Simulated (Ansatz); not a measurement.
Ansatz (a program for electronic structure) input (B3LYP/6-31G*):

Ansatz 0.2 input:
```yaml
crystal:
  periodic: [false, false, false]
  atoms:
    - {symbol: C, position_ang: [1.83310465, 0.64459060, -0.87959289]}
    - {symbol: S, position_ang: [0.98591452, -0.21839707, 0.50431539]}
    - {symbol: B, position_ang: [-0.78131568, -0.13652706, 0.13584354]}
    - {symbol: C, position_ang: [-1.73898219, -0.81740746, 1.19058808]}
    - {symbol: C, position_ang: [-1.33949740, 0.57276247, -1.16263350]}
    - {symbol: H, position_ang: [1.51966353, 1.68936346, -0.94050398]}
    - {symbol: H, position_ang: [2.90542772, 0.60645752, -0.67597822]}
    - {symbol: H, position_ang: [1.63409424, 0.14757421, -1.83189293]}
    - {symbol: H, position_ang: [-2.45780439, -0.07670842, 1.57066766]}
    - {symbol: H, position_ang: [-1.24108031, -1.27760999, 2.05049392]}
    - {symbol: H, position_ang: [-2.34548175, -1.59009440, 0.69570012]}
    - {symbol: H, position_ang: [-1.04523900, 1.63103769, -1.20116308]}
    - {symbol: H, position_ang: [-2.43250850, 0.53018952, -1.22931094]}
    - {symbol: H, position_ang: [-0.93287580, 0.11710522, -2.07644658]}
basis:
  gaussian:
    orbitals: 6-31G*
hamiltonian:
  xc: {name: B3LYP}
phonons: {temperatures: {t_min: 298.15, t_max: 298.15, t_step: 100}}
```

Output:

```
Functional definition: B3LYP
integrals: 0.05 GiB planned
1144 factors; integrals over basis functions are off by at most 4.2e-4 eV
mean field: 0.39 GiB planned
mean field evaluation 1: about -14762.2286 eV, gradient 6.2e1 eV
mean field evaluation 2: about -14759.1591 eV, gradient 6.8e1 eV
mean field evaluation 4: about -14771.0991 eV, gradient 2.3e0 eV
mean field evaluation 8: about -14771.1285 eV, gradient 1.2e-1 eV
mean field evaluation 16: about -14771.1285 eV, gradient 2.7e-5 eV
mean field -14771.12851880 eV, -542.8289608354 hartree, gradient 2.7e-5 eV, S^2 0.000000; 0 other end points of the search recorded, 0 dependent functions left out
the calculation of the forces begins
reference -14771.12874397 eV, -542.8289691103 hartree; 24, 24 occupied and 73, 73 virtual orbitals, 1144 factors
these checks for a lower state are left out or cut short: stability, starts, cluster_reference, orbital_swaps, neighbouring_geometries, increment
integrals: 0.05 GiB planned
1144 factors; integrals over basis functions are off by at most 4.2e-4 eV
mean field: 0.39 GiB planned
mean field -14771.12839494 eV, -542.8289562835 hartree, gradient 1.6e-6 eV, S^2 0.000000; 0 other end points of the search recorded, 0 dependent functions left out
the calculation of the forces begins
reference -14771.12862012 eV, -542.8289645587 hartree; 24, 24 occupied and 73, 73 virtual orbitals, 1144 factors
these checks for a lower state are left out or cut short: stability, starts, cluster_reference, orbital_swaps, neighbouring_geometries, increment
integrals: 0.05 GiB planned
1144 factors; integrals over basis functions are off by at most 4.2e-4 eV
mean field: 0.39 GiB planned
mean field evaluation 32: about -14771.1284 eV, gradient 1.3e-6 eV
mean field -14771.12839527 eV, -542.8289562957 hartree, gradient 1.3e-6 eV, S^2 0.000000; 0 other end points of the search recorded, 0 dependent functions left out
the calculation of the forces begins
reference -14771.12862043 eV, -542.8289645703 hartree; 24, 24 occupied and 73, 73 virtual orbitals, 1144 factors
these checks for a lower state are left out or cut short: stability, starts, cluster_reference, orbital_swaps, neighbouring_geometries, increment
integrals: 0.05 GiB planned
1144 factors; integrals over basis functions are off by at most 4.2e-4 eV
mean field: 0.39 GiB planned
mean field -14771.12835572 eV, -542.8289548424 hartree, gradient 1.2e-6 eV, S^2 0.000000; 0 other end points of the search recorded, 0 dependent functions left out
the calculation of the forces begins
reference -14771.12858090 eV, -542.8289631176 hartree; 24, 24 occupied and 73, 73 virtual orbitals, 1144 factors
these checks for a lower state are left out or cut short: stability, starts, cluster_reference, orbital_swaps, neighbouring_geometries, increment
integrals: 0.05 GiB planned
1144 factors; integrals over basis functions are off by at most 4.2e-4 eV
mean field: 0.39 GiB planned
mean field -14771.12835544 eV, -542.8289548321 hartree, gradient 1.3e-6 eV, S^2 0.000000; 0 other end points of the search recorded, 0 dependent functions left out
the calculation of the forces begins
reference -14771.12858060 eV, -542.8289631067 hartree; 24, 24 occupied and 73, 73 virtual orbitals, 1144 factors
these checks for a lower state are left out or cut short: stability, starts, cluster_reference, orbital_swaps, neighbouring_geometries, increment
integrals: 0.05 GiB planned
1144 factors; integrals over basis functions are off by at most 4.2e-4 eV
mean field: 0.39 GiB planned
mean field -14771.12845051 eV, -542.8289583256 hartree, gradient 1.2e-6 eV, S^2 0.000000; 0 other end points of the search recorded, 0 dependent functions left out
the calculation of the forces begins
reference -14771.12867565 eV, -542.8289665995 hartree; 24, 24 occupied and 73, 73 virtual orbitals, 1144 factors
these checks for a lower state are left out or cut short: stability, starts, cluster_reference, orbital_swaps, neighbouring_geometries, increment
integrals: 0.05 GiB planned
1144 factors; integrals over basis functions are off by at most 4.2e-4 eV
mean field: 0.39 GiB planned
mean field -14771.12845067 eV, -542.8289583317 hartree, gradient 2.9e-6 eV, S^2 0.000000; 0 other end points of the search recorded, 0 dependent functions left out
the calculation of the forces begins
reference -14771.12867587 eV, -542.8289666077 hartree; 24, 24 occupied and 73, 73 virtual orbitals, 1144 factors
these checks for a lower state are left out or cut short: stability, starts, cluster_reference, orbital_swaps, neighbouring_geometries, increment
integrals: 0.05 GiB planned
1144 factors; integrals over basis functions are off by at most 4.2e-4 eV
mean field: 0.39 GiB planned
mean field evaluation 64: about -14771.1285 eV, gradient 2.0e-6 eV
[...]
mean field: 0.39 GiB planned
mean field -14771.12849478 eV, -542.8289599528 hartree, gradient 8.5e-7 eV, S^2 0.000000; 0 other end points of the search recorded, 0 dependent functions left out
the calculation of the forces begins
reference -14771.12871997 eV, -542.8289682281 hartree; 24, 24 occupied and 73, 73 virtual orbitals, 1144 factors
these checks for a lower state are left out or cut short: stability, starts, cluster_reference, orbital_swaps, neighbouring_geometries, increment
integrals: 0.05 GiB planned
1144 factors; integrals over basis functions are off by at most 4.2e-4 eV
mean field: 0.39 GiB planned
mean field -14771.12849504 eV, -542.8289599623 hartree, gradient 9.2e-7 eV, S^2 0.000000; 0 other end points of the search recorded, 0 dependent functions left out
the calculation of the forces begins
reference -14771.12872020 eV, -542.8289682367 hartree; 24, 24 occupied and 73, 73 virtual orbitals, 1144 factors
these checks for a lower state are left out or cut short: stability, starts, cluster_reference, orbital_swaps, neighbouring_geometries, increment
integrals: 0.05 GiB planned
1144 factors; integrals over basis functions are off by at most 4.2e-4 eV
mean field: 0.39 GiB planned
mean field -14771.12849855 eV, -542.8289600911 hartree, gradient 9.2e-7 eV, S^2 0.000000; 0 other end points of the search recorded, 0 dependent functions left out
the calculation of the forces begins
reference -14771.12872372 eV, -542.8289683661 hartree; 24, 24 occupied and 73, 73 virtual orbitals, 1144 factors
these checks for a lower state are left out or cut short: stability, starts, cluster_reference, orbital_swaps, neighbouring_geometries, increment
integrals: 0.05 GiB planned
1144 factors; integrals over basis functions are off by at most 4.2e-4 eV
mean field: 0.39 GiB planned
mean field -14771.12849867 eV, -542.8289600957 hartree, gradient 1.1e-6 eV, S^2 0.000000; 0 other end points of the search recorded, 0 dependent functions left out
the calculation of the forces begins
reference -14771.12872384 eV, -542.8289683705 hartree; 24, 24 occupied and 73, 73 virtual orbitals, 1144 factors
these checks for a lower state are left out or cut short: stability, starts, cluster_reference, orbital_swaps, neighbouring_geometries, increment
integrals: 0.05 GiB planned
1144 factors; integrals over basis functions are off by at most 4.2e-4 eV
mean field: 0.39 GiB planned
mean field evaluation 288: about -14771.1284 eV, gradient 5.7e-5 eV
mean field -14771.12842469 eV, -542.8289573769 hartree, gradient 2.7e-6 eV, S^2 0.000000; 0 other end points of the search recorded, 0 dependent functions left out
the calculation of the forces begins
reference -14771.12864988 eV, -542.8289656525 hartree; 24, 24 occupied and 73, 73 virtual orbitals, 1144 factors
these checks for a lower state are left out or cut short: stability, starts, cluster_reference, orbital_swaps, neighbouring_geometries, increment
integrals: 0.05 GiB planned
1144 factors; integrals over basis functions are off by at most 4.2e-4 eV
mean field: 0.39 GiB planned
mean field -14771.12842402 eV, -542.8289573524 hartree, gradient 1.1e-6 eV, S^2 0.000000; 0 other end points of the search recorded, 0 dependent functions left out
the calculation of the forces begins
reference -14771.12864917 eV, -542.8289656265 hartree; 24, 24 occupied and 73, 73 virtual orbitals, 1144 factors
these checks for a lower state are left out or cut short: stability, starts, cluster_reference, orbital_swaps, neighbouring_geometries, increment
integrals: 0.05 GiB planned
1144 factors; integrals over basis functions are off by at most 4.2e-4 eV
mean field: 0.39 GiB planned
mean field -14771.12850635 eV, -542.8289603778 hartree, gradient 7.2e-7 eV, S^2 0.000000; 0 other end points of the search recorded, 0 dependent functions left out
the calculation of the forces begins
reference -14771.12873151 eV, -542.8289686525 hartree; 24, 24 occupied and 73, 73 virtual orbitals, 1144 factors
these checks for a lower state are left out or cut short: stability, starts, cluster_reference, orbital_swaps, neighbouring_geometries, increment
integrals: 0.05 GiB planned
1144 factors; integrals over basis functions are off by at most 4.2e-4 eV
mean field: 0.39 GiB planned
mean field -14771.12850625 eV, -542.8289603741 hartree, gradient 2.8e-6 eV, S^2 0.000000; 0 other end points of the search recorded, 0 dependent functions left out
the calculation of the forces begins
reference -14771.12873142 eV, -542.8289686492 hartree; 24, 24 occupied and 73, 73 virtual orbitals, 1144 factors
these checks for a lower state are left out or cut short: stability, starts, cluster_reference, orbital_swaps, neighbouring_geometries, increment
integrals: 0.05 GiB planned
1144 factors; integrals over basis functions are off by at most 4.2e-4 eV
mean field: 0.39 GiB planned
mean field -14771.12850484 eV, -542.8289603223 hartree, gradient 9.5e-7 eV, S^2 0.000000; 0 other end points of the search recorded, 0 dependent functions left out
the calculation of the forces begins
reference -14771.12873000 eV, -542.8289685967 hartree; 24, 24 occupied and 73, 73 virtual orbitals, 1144 factors
these checks for a lower state are left out or cut short: stability, starts, cluster_reference, orbital_swaps, neighbouring_geometries, increment
integrals: 0.05 GiB planned
1144 factors; integrals over basis functions are off by at most 4.2e-4 eV
mean field: 0.39 GiB planned
mean field evaluation 320: about -14771.1285 eV, gradient 7.9e-7 eV
mean field -14771.12850459 eV, -542.8289603130 hartree, gradient 7.9e-7 eV, S^2 0.000000; 0 other end points of the search recorded, 0 dependent functions left out
the calculation of the forces begins
reference -14771.12872977 eV, -542.8289685885 hartree; 24, 24 occupied and 73, 73 virtual orbitals, 1144 factors
these checks for a lower state are left out or cut short: stability, starts, cluster_reference, orbital_swaps, neighbouring_geometries, increment
integrals: 0.05 GiB planned
1144 factors; integrals over basis functions are off by at most 4.2e-4 eV
mean field: 0.39 GiB planned
mean field -14771.12846010 eV, -542.8289586783 hartree, gradient 1.8e-6 eV, S^2 0.000000; 0 other end points of the search recorded, 0 dependent functions left out
the calculation of the forces begins
reference -14771.12868526 eV, -542.8289669528 hartree; 24, 24 occupied and 73, 73 virtual orbitals, 1144 factors
these checks for a lower state are left out or cut short: stability, starts, cluster_reference, orbital_swaps, neighbouring_geometries, increment
integrals: 0.05 GiB planned
1144 factors; integrals over basis functions are off by at most 4.2e-4 eV
mean field: 0.39 GiB planned
mean field -14771.12846029 eV, -542.8289586853 hartree, gradient 2.1e-6 eV, S^2 0.000000; 0 other end points of the search recorded, 0 dependent functions left out
the calculation of the forces begins
reference -14771.12868548 eV, -542.8289669606 hartree; 24, 24 occupied and 73, 73 virtual orbitals, 1144 factors
Total energy: -14771.12874397 eV, -542.8289691103 hartree
Atom 0 at     1.833105     0.644591    -0.879593 Å, force     0.000050    -0.000055     0.000101 eV/Å
Atom 1 at     0.985915    -0.218397     0.504315 Å, force     0.000104     0.000027    -0.000033 eV/Å
Atom 2 at    -0.781316    -0.136527     0.135844 Å, force    -0.000087     0.000041    -0.000083 eV/Å
Atom 3 at    -1.738982    -0.817407     1.190588 Å, force    -0.000085    -0.000096     0.000155 eV/Å
Atom 4 at    -1.339497     0.572762    -1.162634 Å, force     0.000161     0.000036    -0.000041 eV/Å
Atom 5 at     1.519664     1.689363    -0.940504 Å, force     0.000045     0.000048     0.000006 eV/Å
Atom 6 at     2.905428     0.606458    -0.675978 Å, force    -0.000273     0.000019    -0.000068 eV/Å
Atom 7 at     1.634094     0.147574    -1.831893 Å, force     0.000051    -0.000024    -0.000036 eV/Å
Atom 8 at    -2.457804    -0.076708     1.570668 Å, force     0.000052    -0.000002     0.000017 eV/Å
Atom 9 at    -1.241080    -1.277610     2.050494 Å, force    -0.000056     0.000028    -0.000055 eV/Å
Atom 10 at    -2.345482    -1.590094     0.695700 Å, force     0.000052    -0.000008     0.000014 eV/Å
Atom 11 at    -1.045239     1.631038    -1.201163 Å, force    -0.000014    -0.000042     0.000020 eV/Å
Atom 12 at    -2.432508     0.530190    -1.229311 Å, force     0.000016     0.000026    -0.000044 eV/Å
Atom 13 at    -0.932876     0.117105    -2.076447 Å, force    -0.000017     0.000002     0.000045 eV/Å
Dipole moment:    -0.040826     0.163749    -0.288470 e Å
Vibrations: 39.06 109.19 117.57 156.71 187.00 283.08 348.65 372.83 572.42 710.29 754.67 825.03 857.25 941.10 979.54 996.80 1115.99 1160.92 1370.66 1375.01 1387.40 1494.47 1497.70 1499.11 1499.42 1509.78 1515.04 3022.03 3027.67 3070.90 3074.46 3078.44 3108.10 3116.52 3159.59 3165.22 cm⁻¹, zero-point energy 3.192571 eV
```

The blocks after the first are displaced geometries, from whose forces the wavenumbers follow.
